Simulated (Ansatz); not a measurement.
```xyz
12

C    -0.224    0.364   -1.275
C     0.600    0.047   -0.037
C    -0.032   -1.068    0.805
Si    0.952    1.460    1.190
Cl   -0.978    2.245    1.400
H    -1.222    0.713   -1.000
H    -0.342   -0.526   -1.903
H     0.240    1.139   -1.891
H     1.601   -0.288   -0.345
H    -0.062   -2.006    0.242
H     0.522   -1.271    1.731
H    -1.057   -0.809    1.084
```

Total charge 0; spin multiplicity 1.

(1) List the r2SCAN/def2-TZVPP orbital energies in eV (the Gaussian-basis code of Ansatz). (Estimate.)

Results:

(1) The calculation gave: Occupied: -2753.26, -1792.03, -273.25, -273.12, -272.97, -254.64, -193.15, -193.09, -193.03, -142.30, -97.30, -97.17, -97.00, -21.41, -20.62, -18.06, -15.37, -12.59, -11.68, -10.85, -10.53, -9.96, -8.97, -8.85, -8.54, -8.32, -7.97, -5.56. Lowest empty: -3.15, -0.16, 0.99, 1.65, 2.21, 2.43, 2.85, 3.12.
